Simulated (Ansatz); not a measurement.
**A barrier at the coupled-cluster level**

Start structure (SiAsH₃F₂, singlet), relaxed at PBE0-D4/def2-TZVP:

| atom | x (Å) | y (Å) | z (Å) |
| --- | --- | --- | --- |
| Si1 | 0.8389 | -1.3802 | 1.3246 |
| F2 | -0.6291 | -1.4398 | 1.9708 |
| F3 | 0.6701 | -2.4260 | 0.1187 |
| H4 | 0.1775 | 0.3762 | -0.0747 |
| As5 | -0.7615 | 1.0483 | -1.0928 |
| H6 | 0.4275 | 1.4722 | -1.9437 |
| H7 | -0.7235 | 2.3492 | -0.3030 |

The step: AsH₃ + SiF₂ → SiAsH₃F₂ ([F][SiH]([F])[AsH2]); bonds formed: Si1–H4, Si1–As5; bonds broken: H4–As5. Program: Ansatz 0.2.0. Basis: def2-TZVPP and def2-QZVPP. Cores are frozen in the correlated methods. Filled d shells of the heavier atoms are correlated. The def2 sets are not built for correlating such inner shells, so the correlated values are less sure here. Extrapolation: Hartree–Fock as exp(−7.88 √X), correlation as X^−2.97. Energies below are by CCSD(T) at an estimated basis limit (MP2 extrapolated from triple and quadruple zeta, plus CCSD(T) − MP2 in triple zeta).

(1) What are the electronic barrier and the energy of the step, from the start structure to the end structure? (An estimate is asked for; the value comes from the calculation.)

T1 diagnostic: at most 0.016. The restricted Hartree–Fock reference is unstable towards an unrestricted one at one or more of these structures. A large double-excitation amplitude points to some diradical character; no triplet was computed. The start structure is not quite a true minimum (one mode of 36i cm⁻¹).

## Answers

(1) The calculation gives: Barrier 1.217 eV; step energy -1.752 eV (downhill); reverse barrier, their difference, 2.969 eV. Barrier and step energy count from the start structure, the reverse barrier from the end structure.

The saddle point: One imaginary mode of 952i cm⁻¹.
```tsv
pair	start (Å)	saddle (Å)	end (Å)
Si1–H4	2.34	1.50	1.48
Si1–As5	3.78	2.70	2.34
H4–As5	1.54	2.11	3.30
```

Zero-point energy (harmonic, PBE0-D4): ZPE is 0.743 eV at the start and 0.755 eV at the saddle, so the barrier goes from 1.217 to 1.229 eV.

Losses and insertions of silylenes and their heavier kin drive the gas-phase chemistry of silicon and germanium vapour deposition.

Labels in which every atom is bracketed show which atoms are joined, not bond orders.

For scale, one of the runs: CCSD(T)/def2-TZVPP, 194 basis functions (an equivalent command: `ansatz run in.yaml --threads 4`). Hardware: 4 CPU threads, shared host. Wall time 88 s; peak host memory 2.3 GiB.
